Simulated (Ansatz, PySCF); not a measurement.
Reaction (SMILES): NC=O → [NH2] (NH2) + [CH]=O (the C-N bond at the site shown breaks; other sites are not compared here)
Structures are relaxed separately at B3LYP-D3(BJ)/def2-TZVP in Ansatz (an electronic-structure program), one conformer each, not searched for the lowest.

Quantity: bond dissociation energy (electronic energy difference), in kcal/mol. Valence correlation only, unless marked. UHF or UKS for open shells. No spin-orbit coupling. No relativistic terms. CBS marks a two-point X^-3 extrapolation of the correlation energy; Hartree-Fock from the larger set. [CCSD(T)-MP2]/basis is that difference in the basis named.

```tsv
level	program	bond dissociation energy (kcal/mol)
B3LYP/def2-TZVPD	Ansatz	102.0
TPSSh-D3(BJ)/def2-TZVPD	PySCF + dftd3	?
B2GP-PLYP/def2-TZVPD	Ansatz	104.5
RI-MP2/CBS(aug-cc-pVTZ,aug-cc-pVQZ)+[CCSD(T)-MP2]/aug-cc-pVTZ	Ansatz	?
```

Problem. Some entries are withheld; supply them.

Solution. 
- TPSSh-D3(BJ)/def2-TZVPD, bond dissociation energy (kcal/mol): 101.8
- RI-MP2/CBS(aug-cc-pVTZ,aug-cc-pVQZ)+[CCSD(T)-MP2]/aug-cc-pVTZ, bond dissociation energy (kcal/mol): 106.1
